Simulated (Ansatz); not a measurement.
Cost and result for the atomization energy of AlFH₆N₂Si (`N[SiH2][NH][AlH][F]`) (11 atoms, 10 bonds).

| atom | x (Å) | y (Å) | z (Å) |
| --- | --- | --- | --- |
| N1 | 2.0192 | -0.4984 | 0.5009 |
| Si2 | 0.8002 | 0.0723 | -0.5611 |
| N3 | -0.5936 | 0.5777 | 0.3226 |
| Al4 | -2.3045 | 0.1631 | 0.1393 |
| F5 | -2.7456 | -0.9193 | -1.0228 |
| H6 | 2.9883 | -0.3353 | 0.2832 |
| H7 | 1.8988 | -1.3351 | 1.0478 |
| H8 | 1.4607 | 1.1840 | -1.2992 |
| H9 | 0.2767 | -0.9224 | -1.5364 |
| H10 | -0.3819 | 1.2326 | 1.0669 |
| H11 | -3.4183 | 0.7809 | 1.0588 |

The species carries charge 0 and has multiplicity 1. The structure was optimised at the PBE0-D4/def2-TZVP level. It is one conformer, not always the lowest. Program: Ansatz. All runs use 4 threads of an Arm Neoverse V2 on a shared host. Times are those of one run each, without the atoms' runs, and a repeat can differ threefold. Electronic energies, without spin–orbit coupling; frozen cores. CCSD(T)/CBS adds CCSD(T) − MP2 in def2-TZVPP to the MP2 limit, and its time is that of the two runs behind it. T1 = 0.011. B3LYP takes the VWN-RPA correlation (the form of Gaussian; ORCA's B3LYP/G).

CCSD(T)/CBS is a level of theory with its own doubt, some kJ/mol a heavy atom from the limit and from the frozen cores, so smaller differences don't rank the functionals.

```csv
level,functions,wall time
PBE-D4/def2-TZVPP (with forces),261,2.1 s
PBE0-D4/def2-TZVPP,261,2.4 s
B3LYP-D4/def2-TZVPP (with forces),261,3.7 s
r2SCAN-D4/def2-TZVPP (with forces),261,3.9 s
B2PLYP/def2-TZVPP,261,4.1 s
ωB97X-V/def2-TZVPP,261,6.5 s
ωB97M-V/def2-TZVPP (with forces),261,8.5 s
MP2/def2-QZVPP,491,16 s
CCSD(T)/def2-TZVPP,261,120 s
CCSD(T)/CBS(def2),–,2.2 min
```

Question: What atomization energy does each give, and how far from CCSD(T)/CBS? (An estimate is asked.)

Answer: Computed: 
```tsv
level	atomization (kcal/mol)	difference from CCSD(T)/CBS	per bond
PBE-D4/def2-TZVPP (with forces)	917.8	-0.6	-0.1
PBE0-D4/def2-TZVPP	901.8	-16.6	-1.7
B3LYP-D4/def2-TZVPP (with forces)	915.2	-3.2	-0.3
r2SCAN-D4/def2-TZVPP (with forces)	910.0	-8.4	-0.8
B2PLYP/def2-TZVPP	905.4	-13.0	-1.3
ωB97X-V/def2-TZVPP	920.0	1.6	0.2
ωB97M-V/def2-TZVPP (with forces)	918.3	-0.1	0.0
MP2/def2-QZVPP	920.9	2.5	0.3
CCSD(T)/def2-TZVPP	887.7	-30.7	-3.1
CCSD(T)/CBS(def2)	918.4	0.0	0.0
```

The D4 term adds +8.5 kcal/mol with B3LYP and +4.5 kcal/mol with PBE0; it sums over pairs of atoms, weighted by their polarisabilities, and B3LYP, whose exchange is more repulsive, gets the larger term. From PBE to PBE0 (25 % exact exchange), in def2-TZVPP and without D4, the atomization energy moves by −15.2 kcal/mol: exact exchange takes away binding that semilocal exchange gives to molecules. In def2-TZVPP, CCSD(T) changes the Hartree–Fock value by +235.9 kcal/mol (the triples alone add +12.2 kcal/mol) and MP2 by +250.3 kcal/mol; breaking electron pairs costs correlation energy, which Hartree–Fock lacks.
